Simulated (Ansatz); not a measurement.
Reactions of `BN[SiH2]F`.

Program: Ansatz. Geometries: PBE0-D4/def2-TZVP. ΔE: electronic, gas phase. CCSD(T)/CBS adds triple-zeta CCSD(T) − MP2 to the extrapolated MP2 energy (def2 sets, frozen cores). This one scheme is used for every species. For Ge outer-core shells are correlated without core-valence functions, which leaves a few kJ/mol of doubt a bond. Scalar relativity is left out up to krypton. Each species was taken in one conformer, which may not be the lowest.

Question: Order these by ΔE at CCSD(T)/CBS, lowest first. (An estimate is asked.)
A. `BN[SiH2]F` + H₂O → `BN[SiH2]O` + H–F
B. `BN[SiH2]F` → `BN` + `F[SiH]`
C. `BN[SiH2]F` + `N[SiH3]` → `B[SiH2]N` + `N[SiH2]F`
D. `BN[SiH2]F` + `C[SiH](C)[GeH3]` → `C[SiH](C)[SiH2]F` + `B[NH][GeH3]`
E. `BN[SiH2]F` + `CO[SiH](O)F` → `CO[SiH](F)O[SiH2]F` + `BN`
F. `BN[SiH2]F` + `N[Si](F)(Cl)Cl` → `F[SiH2]N[Si](F)(Cl)Cl` + `BN`
G. `BN[SiH2]F` + `CBCC` → `BCCBC` + `N[SiH2]F`
H. `BN[SiH2]F` → `FBN[SiH3]`

Answer: E (-69.9 kJ/mol), F (-14.5 kJ/mol), H (+13.4 kJ/mol), A (+42.9 kJ/mol), D (+87.7 kJ/mol), G (+134.3 kJ/mol), C (+156.5 kJ/mol), B (+262.7 kJ/mol).

Largest T1 diagnostic: 0.015, for `F[SiH]`.
